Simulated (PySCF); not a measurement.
# Bond lengths and vibrations by method: BH4OSi anion

Calculated results; nothing here was measured. The program is PySCF 2.14.0, an open-source quantum chemistry code, run on an isolated molecule that a program drew, which may never have been made. The molecule is BH4OSi anion (charge -1, singlet), drawn as the SMILES string `[BH3-][SiH]=O`.

The geometry was optimised and harmonic frequencies were computed with HF and MP2, all in the aug-cc-pV(D+d)Z basis, for the commonest isotopes, with a restricted reference for singlets and an unrestricted one otherwise, and a frozen core in MP2. Each result is a local minimum of its method.

Geometry at the HF minimum:
```xyz
7
BH4OSi anion, angstrom
B    -0.3710    2.0070    1.7471
Si   -0.4398    2.2001   -0.2565
O     0.5712    2.4560   -1.3810
H    -1.1497    2.8792    2.1545
H    -0.8702    0.8928    1.9536
H     0.7541    2.1178    2.2167
H    -1.8587    2.0555   -0.7971
```

Lengths of the bonds as drawn, in Å (atoms numbered as above):
```
  bond     HF    MP2
B1-Si2  2.014  1.995
Si2-O3  1.534  1.584
 B1-H4  1.238  1.237
 B1-H5  1.238  1.237
 B1-H6  1.224  1.223
Si2-H7  1.525  1.532
```

Rotational constants, in GHz:
```
constant     HF    MP2
       A  37.02  36.79
       B  5.727  5.639
       C  5.168   5.09
```

Harmonic frequencies in cm^-1, each column in rising order, so a row needn't be the same motion in every method:
| rank | HF | MP2 |
|---|---|---|
| 1 | 119 | 125 |
| 2 | 252 | 233 |
| 3 | 376 | 344 |
| 4 | 519 | 520 |
| 5 | 715 | 666 |
| 6 | 737 | 671 |
| 7 | 966 | 901 |
| 8 | 1117 | 1016 |
| 9 | 1201 | 1062 |
| 10 | 1222 | 1148 |
| 11 | 1226 | 1150 |
| 12 | 2051 | ? |
| 13 | 2362 | 2370 |
| 14 | 2367 | 2400 |
| 15 | 2464 | 2494 |

**Estimate the missing MP2 frequency from the HF column.**

A single factor s that minimises the squared misfit of MP2 against s times HF over the other rows is sum(HF x MP2) / sum(HF^2) = 0.9821, with an rms misfit of 58 cm^-1. For rank 12 it gives 0.9821 x 2051 = 2014 cm^-1. The calculation gives 1998 cm^-1, 16 cm^-1 below the estimate. The drawn bonds are on average 0.4 % longer in MP2 than in HF.
